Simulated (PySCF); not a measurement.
**Y(OH)3 at several levels of theory**

Computed with PySCF 2.14.0 (density fitting, no spin-orbit coupling) at the geometry relaxed with PBE0:

```xyz
7
Y(OH)3 (singlet)
Y     0.0000    0.0000    0.1402
O     2.0272    0.0000    0.1413
H     2.9827    0.0000    0.1443
O    -1.0136    1.7556    0.1413
H    -1.4914    2.5831    0.1443
O    -1.0136   -1.7556    0.1413
H    -1.4913   -2.5831    0.1443
```

```json
{"level": "PBE0", "basis": "Y def2-SVP with ECP28, O def2-SVP, H def2-SVP", "state": "singlet", "HOMO (eV)": "-7.60", "gap (eV)": "6.38", "charge on Y1 (e)": "0.97", "dipole about the centre of mass (D)": "0.01", "largest force component (eV/Å)": "0.03"}
{"level": "CAM-B3LYP", "basis": "the same", "state": "singlet", "HOMO (eV)": "-9.05", "gap (eV)": "8.51", "charge on Y1 (e)": "0.93", "dipole about the centre of mass (D)": "0.01", "largest force component (eV/Å)": "0.09"}
{"level": "PBE0", "basis": "Y def2-TZVP with ECP28, O def2-TZVP, H def2-TZVP", "state": "singlet", "HOMO (eV)": "-7.87", "gap (eV)": "6.56", "charge on Y1 (e)": "1.50", "dipole about the centre of mass (D)": "0.01", "largest force component (eV/Å)": "0.23"}
```

Charges are Mulliken's, which hang on the basis. The relaxation used the grid (50, 194), these runs (75, 302) or, all-electron (x2c bases, spin-free X2C Hamiltonian), (99, 590).

Question: What does M06-L with Y def2-SVP with ECP28, O def2-SVP, H def2-SVP give here?

Answer: state singlet, HOMO (eV) -6.09, gap (eV) 5.32, charge on Y1 (e) 1.12, dipole about the centre of mass (D) 0.01, largest force component (eV/Å) 0.24. Time: 4.9 s on 2 threads of Arm Neoverse V2, on a shared host, from an already converged density.

In the first row's basis the gap widens with exact exchange: 5.3 eV for M06-L (none); 6.4 eV for PBE0 (a fixed share); 8.5 eV for CAM-B3LYP (rising or full at long range).
